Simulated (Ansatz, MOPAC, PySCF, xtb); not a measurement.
Noncovalent pair: H2 (SMILES [H][H]) (first 2 atoms) with CH2O2 (SMILES O=CO); geometry from B3LYP-D3(BJ)/def2-TZVP, rigid monomers moved along the line of their centres of mass till H2···H7 is 2.01 Å.
(charge 0, multiplicity 1):
```xyz
7

H      0.01501     0.41293    -0.44022
H     -0.07755    -0.19628    -0.01959
O     -0.14414    -1.16309     2.49296
C      0.06469    -0.15674     3.10809
O      0.26081     1.05522     2.56568
H      0.12468    -0.08717     4.20172
H      0.20202     0.96130     1.59949
```

Counterpoise-corrected where a basis set is named; no monomer relaxation. Rows marked so take none.

Correlated levels freeze the cores. CBS(a, b) extrapolates the correlation energy as X⁻³ and adds the Hartree–Fock energy of set b. Rows in 6-311+G**, 6-31G* carry no dispersion term and start afresh at each structure (6-31G* with six Cartesian d functions). The state that AM1, PM6 reach isn't checked.

Run with Ansatz (an electronic-structure program); MOPAC for AM1, PM6 (differences of heats of formation); PySCF for 6-311+G** rows, 6-31G* rows, the dispersion terms; xtb for the GFN methods. 

| level | interaction energy (kcal/mol) |
|---|---|
| GFN-FF | 0.53 |
| AM1 | -0.96 |
| PM6 | -0.72 |
| GFN2-xTB | -0.40 |
| PBE-D4/def2-TZVPPD | -1.13 |
| B3LYP/6-31G* (no counterpoise) | -0.47 |
| B3LYP/6-311+G** (no counterpoise) | ? |
| PBE0-D3(BJ)/def2-TZVPPD | -1.15 |
| CCSD(T)/CBS(aug-cc-pVDZ, aug-cc-pVTZ) | -0.92 |

Problem. Complete the blanks.

Solution. 
- B3LYP/6-311+G** (no counterpoise), interaction energy (kcal/mol): -0.11
